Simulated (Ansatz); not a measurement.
Ansatz (an electronic-structure program) input (CCSD(T,core; 1s of Na to Cl frozen)/cc-pwCVTZ):
A basis named .json is the Basis Set Exchange file of that set.

Ansatz 0.2 input:
```yaml
crystal:
  periodic: [false, false, false]
  atoms:
    - {symbol: C, position_ang: [1.63405230, -0.78101543, -0.41883301]}
    - {symbol: Si, position_ang: [0.03078507, 0.00595905, 0.01492693]}
    - {symbol: C, position_ang: [-1.42168801, -0.68290777, -0.92196252]}
    - {symbol: O, position_ang: [-0.10613342, -0.24258520, 1.64485979]}
    - {symbol: O, position_ang: [0.02258713, 1.61902592, -0.36069108]}
    - {symbol: H, position_ang: [2.23291611, -1.32681130, 0.30129579]}
    - {symbol: H, position_ang: [2.04570385, -0.75088140, -1.42196477]}
    - {symbol: H, position_ang: [-1.55596661, -1.74499377, -0.71056466]}
    - {symbol: H, position_ang: [-1.28047281, -0.56364454, -1.99798398]}
    - {symbol: H, position_ang: [-2.34174462, -0.15949188, -0.65004943]}
    - {symbol: H, position_ang: [-0.89569621, 0.08801571, 2.08029557]}
    - {symbol: H, position_ang: [0.75845412, 2.14639383, -0.03858217]}
basis:
  gaussian:
    orbitals: cc-pwCVTZ.json
magnetization: {spin_polarized: true, initial_magnetization: 1}
correlation: {method: ccsd_t, frozen_orbitals: {C: 0, H: 0, O: 0, Si: 1}}
```

End of the output:

```
integrals: 5.85 GiB planned
1898 factors; integrals over basis functions are off by at most 9.7e-4 eV
2.13 GiB of device memory are held for the factors and their scratch space
mean field: 1.97 GiB planned
mean field evaluation 1: about -14108.6931 eV, gradient 3.6e1 eV
mean field evaluation 2: about -14108.6952 eV, gradient 3.6e1 eV
mean field evaluation 4: about -14113.7547 eV, gradient 3.1e0 eV
mean field evaluation 8: about -14113.8300 eV, gradient 1.6e-1 eV
mean field evaluation 16: about -14113.8197 eV, gradient 9.4e-1 eV
mean field -14113.83053988 eV, -518.6737056426 hartree, gradient 1.9e-6 eV, S^2 0.760243; 0 other end points of the search recorded, 0 dependent functions left out
1 core orbitals not correlated
reference -14113.83053988 eV, -518.6737056426 hartree; 24, 23 occupied and 304, 305 virtual orbitals, 1898 factors
second order -37.76601957 eV of doubles, -0.00000000 eV of singles
coupled cluster: 62.68 GiB planned
cycle   1  -38.26746783 eV  change   -5.0e-1 eV  update   9.9e-2
cycle   2  -38.88781851 eV  change   -6.2e-1 eV  update   2.8e-2
cycle   3  -39.01697842 eV  change   -1.3e-1 eV  update   1.5e-2
cycle   4  -39.00479683 eV  change    1.2e-2 eV  update   3.8e-3
cycle   5  -39.00327393 eV  change    1.5e-3 eV  update   2.1e-3
cycle   6  -39.00453872 eV  change   -1.3e-3 eV  update   6.8e-4
cycle   7  -39.00451912 eV  change    2.0e-5 eV  update   3.5e-4
cycle   8  -39.00447927 eV  change    4.0e-5 eV  update   1.2e-4
cycle   9  -39.00450504 eV  change   -2.6e-5 eV  update   5.8e-5
perturbative correction -1.08799427 eV, -0.0399830520 hartree
Total energy: -14153.92303919 eV, -520.1470778167 hartree
```

It need not be the lowest isomer of its formula.
